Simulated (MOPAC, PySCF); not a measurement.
CH₃BI₂, SMILES `IB(I)C`, neutral singlet in the gas phase. 

Cartesian coordinates (Å):
SMILES: IB(C)I
```xyz
7

C     -0.8048    -0.0597    -0.0325
B      0.7407     0.0609    -0.0265
I      1.9628    -1.6758    -0.0951
I      1.6819     1.9593     0.1267
H     -1.1248    -0.1738     1.0128
H     -1.2989     0.8334    -0.4190
H     -1.1568    -0.9443    -0.5665
```
Charge 0, spin multiplicity 1.

All levels are single points at this geometry (PBE0-D3(BJ)/def2-TZVP); Pople sets use spherical d functions. Orbital energies aren't observables, and empty levels follow the basis.

M06-2X/6-31G* (LANL2DZ on I) in PySCF gives gap (eV) = 7.28.

Estimate the gap (eV) from each of these levels: PBE-D3(BJ)/def2-TZVP in PySCF; TPSSh-D3(BJ)/def2-TZVP in PySCF; B3LYP/6-311+G** (LANL2DZ on I) in PySCF; B3LYP/LANL2DZ in PySCF; BP86/6-31G* (LANL2DZ on I) in PySCF; PBE/6-31G* (LANL2DZ on I) in PySCF; SVWN5/6-31G* (LANL2DZ on I) in PySCF; HF/6-31G* (LANL2DZ on I) in PySCF; AM1 in MOPAC; PM3 in MOPAC; PM6 in MOPAC; PM7 in MOPAC.


```json
[
 {"level": "PBE-D3(BJ)/def2-TZVP in PySCF", "gap (eV)": "3.51"},
 {"level": "TPSSh-D3(BJ)/def2-TZVP in PySCF", "gap (eV)": "4.46"},
 {"level": "B3LYP/6-311+G** (LANL2DZ on I) in PySCF", "gap (eV)": "5.21"},
 {"level": "B3LYP/LANL2DZ in PySCF", "gap (eV)": "5.21"},
 {"level": "BP86/6-31G* (LANL2DZ on I) in PySCF", "gap (eV)": "3.71"},
 {"level": "PBE/6-31G* (LANL2DZ on I) in PySCF", "gap (eV)": "3.68"},
 {"level": "SVWN5/6-31G* (LANL2DZ on I) in PySCF", "gap (eV)": "3.58"},
 {"level": "HF/6-31G* (LANL2DZ on I) in PySCF", "gap (eV)": "11.55"},
 {"level": "AM1 in MOPAC", "gap (eV)": "9.28"},
 {"level": "PM3 in MOPAC", "gap (eV)": "8.21"},
 {"level": "PM6 in MOPAC", "gap (eV)": "7.02"},
 {"level": "PM7 in MOPAC", "gap (eV)": "7.14"}
]
```
